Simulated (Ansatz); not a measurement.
Ansatz (a first-principles code) input (wB97M-V/def2-TZVPD):

Ansatz 0.2 input:
```yaml
crystal:
  periodic: [false, false, false]
  atoms:
    - {symbol: C, position_ang: [2.88012352, 0.03490589, -0.10575287]}
    - {symbol: N, position_ang: [1.59692647, -0.41330810, -0.62121140]}
    - {symbol: Si, position_ang: [0.09154308, -0.22031232, 0.18931669]}
    - {symbol: N, position_ang: [-0.81190858, 1.24000197, 0.11137595]}
    - {symbol: C, position_ang: [-0.62031664, 2.39294462, 0.97444239]}
    - {symbol: N, position_ang: [-0.90935427, -1.41514307, -0.52494955]}
    - {symbol: C, position_ang: [-2.34185675, -1.57617228, -0.33571128]}
    - {symbol: H, position_ang: [2.83983640, 0.06779282, 0.98420147]}
    - {symbol: H, position_ang: [3.16370573, 1.03560722, -0.45435976]}
    - {symbol: H, position_ang: [3.68227749, -0.65652246, -0.37944803]}
    - {symbol: H, position_ang: [1.58186165, -0.51043582, -1.62560848]}
    - {symbol: H, position_ang: [0.45243353, -0.31814466, 1.62865776]}
    - {symbol: H, position_ang: [-1.29269628, 1.45699786, -0.74886806]}
    - {symbol: H, position_ang: [-1.57484472, 2.85753631, 1.23883019]}
    - {symbol: H, position_ang: [0.01933937, 3.16521408, 0.53025106]}
    - {symbol: H, position_ang: [-0.14771649, 2.07271361, 1.90437425]}
    - {symbol: H, position_ang: [-0.44621718, -2.25803335, -0.82749928]}
    - {symbol: H, position_ang: [-2.84015166, -1.84826680, -1.27132042]}
    - {symbol: H, position_ang: [-2.76680786, -0.63221491, 0.00404296]}
    - {symbol: H, position_ang: [-2.58996954, -2.33879629, 0.41193851]}
basis:
  gaussian:
    orbitals: def2-TZVPD
hamiltonian:
  xc: {name: wB97M-V}
output: {forces: true}
```

End of the output:

```
mean field evaluation 1: about -15660.3743 eV, gradient 7.6e1 eV
mean field evaluation 2: about -15662.4386 eV, gradient 6.9e1 eV
mean field evaluation 4: about -15671.7289 eV, gradient 2.3e0 eV
mean field evaluation 8: about -15671.7567 eV, gradient 1.0e-1 eV
mean field evaluation 16: about -15671.7202 eV, gradient 6.5e-4 eV
mean field -15671.72023096 eV, -575.9250958142 hartree, gradient 5.0e-5 eV, S^2 0.000000; 0 other end points of the search recorded, 0 dependent functions left out
the calculation of the forces begins
reference -15671.72031220 eV, -575.9250987998 hartree; 33, 33 occupied and 349, 349 virtual orbitals, 2006 factors
Total energy: -15671.72031220 eV, -575.9250987998 hartree
Atom 0 at     2.880124     0.034906    -0.105753 Å, force     0.023517     0.021702    -0.004286 eV/Å
Atom 1 at     1.596926    -0.413308    -0.621211 Å, force    -0.033293     0.003689    -0.019912 eV/Å
Atom 2 at     0.091543    -0.220312     0.189317 Å, force     0.008924     0.018967     0.015085 eV/Å
Atom 3 at    -0.811909     1.240002     0.111376 Å, force     0.005067    -0.027770    -0.027120 eV/Å
Atom 4 at    -0.620317     2.392945     0.974442 Å, force     0.010448     0.033885    -0.000513 eV/Å
Atom 5 at    -0.909354    -1.415143    -0.524950 Å, force     0.022097     0.001120    -0.003720 eV/Å
Atom 6 at    -2.341857    -1.576172    -0.335711 Å, force    -0.022141    -0.021248     0.005993 eV/Å
Atom 7 at     2.839836     0.067793     0.984201 Å, force     0.000674    -0.004275    -0.009058 eV/Å
Atom 8 at     3.163706     1.035607    -0.454360 Å, force    -0.022714    -0.050166     0.013638 eV/Å
Atom 9 at     3.682277    -0.656522    -0.379448 Å, force    -0.038750     0.026294     0.015359 eV/Å
Atom 10 at     1.581862    -0.510436    -1.625608 Å, force     0.000651    -0.001117     0.015125 eV/Å
Atom 11 at     0.452434    -0.318145     1.628658 Å, force    -0.001881     0.009916    -0.017724 eV/Å
Atom 12 at    -1.292696     1.456998    -0.748868 Å, force     0.002436    -0.001929     0.008698 eV/Å
Atom 13 at    -1.574845     2.857536     1.238830 Å, force     0.039133    -0.024734    -0.008436 eV/Å
Atom 14 at     0.019339     3.165214     0.530251 Å, force    -0.030749    -0.043323     0.017139 eV/Å
Atom 15 at    -0.147716     2.072714     1.904374 Å, force    -0.007021     0.001108    -0.006343 eV/Å
Atom 16 at    -0.446217    -2.258033    -0.827499 Å, force    -0.003383     0.010730     0.002975 eV/Å
Atom 17 at    -2.840152    -1.848267    -1.271320 Å, force     0.026643     0.018822     0.040875 eV/Å
Atom 18 at    -2.766808    -0.632215     0.004043 Å, force    -0.002487    -0.010713    -0.004451 eV/Å
Atom 19 at    -2.589970    -2.338796     0.411939 Å, force     0.022830     0.039041    -0.033324 eV/Å
Dipole moment:    -0.009162     0.066678    -0.222907 e Å
```
